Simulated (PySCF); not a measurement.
Cartesian coordinates in Å; atom numbers follow the order of the lines, from 1:
```xyz
15

C     2.4426   -0.2194   -0.3359
Si    0.7504    0.6012   -0.4178
C    -0.6067   -0.6681   -0.0432
C    -2.0007   -0.1814   -0.4207
O    -2.2519    1.1343    0.0048
H     2.6210   -0.6522    0.6612
H     2.5269   -1.0294   -1.0773
H     3.2442    0.5081   -0.5356
H     0.7094    1.7189    0.5766
H     0.5274    1.1724   -1.7834
H    -0.3772   -1.6091   -0.5729
H    -0.5595   -0.9133    1.0345
H    -2.7731   -0.8820   -0.0440
H    -2.1003   -0.1646   -1.5178
H    -2.1623    1.1618    0.9635
```

Geometry: PBE0-D3(BJ)/def2-SVP; GIAO shifts from PySCF 2.14, gas phase, non-relativistic, averaged over equivalent atoms.

At LC-wPBE/pcSseg-1 (142 basis functions, 22 s wall time on 1 thread of an Arm Neoverse V1, shared host):
```
   atoms  δ (ppm)
      C4     60.3
      C3     17.6
      C1     -6.3
     Si2    -36.8
      O5     42.4
  H9/H10     4.09
 H13/H14     3.71
 H11/H12     0.72
H6/H7/H8     0.11
     H15    -0.28
```

Chemical shifts δ = σref − σ; ¹³C (σ = 188.56 ppm), ²⁹Si (σ = 358.50 ppm), ¹H (σ = 31.33 ppm) against TMS; ¹⁷O (σ = 338.72 ppm) vs H2O, all at this level.

Problem. What do these become at wB97X-D/pcSseg-1?

Solution. 
| atoms | δ at wB97X-D/pcSseg-1 | change |
| --- | --- | --- |
| C4 | 62.1 | +1.8 |
| C3 | 19.1 | +1.5 |
| C1 | -6.2 | +0.1 |
| Si2 | -36.7 | +0.1 |
| O5 | 47.2 | +4.8 |
| H9/H10 | 4.14 | +0.05 |
| H13/H14 | 3.77 | +0.06 |
| H11/H12 | 0.75 | +0.03 |
| H6/H7/H8 | 0.12 | +0.01 |
| H15 | -0.30 | -0.02 |

Chemical shifts δ = σref − σ; ¹³C (σref 184.54) and ²⁹Si (σref 352.93) and ¹H (σref 31.38) vs TMS; ¹⁷O (σref 333.19) vs H2O, all at this level.

The largest change is at O5 (alcohol oxygen). Cost: 142 basis functions, 16 s wall time on 1 thread of an Arm Neoverse V1, shared host. The order of the carbon signals is the same at both levels.

Experimental scales use liquid or dissolved standards, which lie at an offset from isolated H2O (liquid H2O: subtract about 36 ppm).
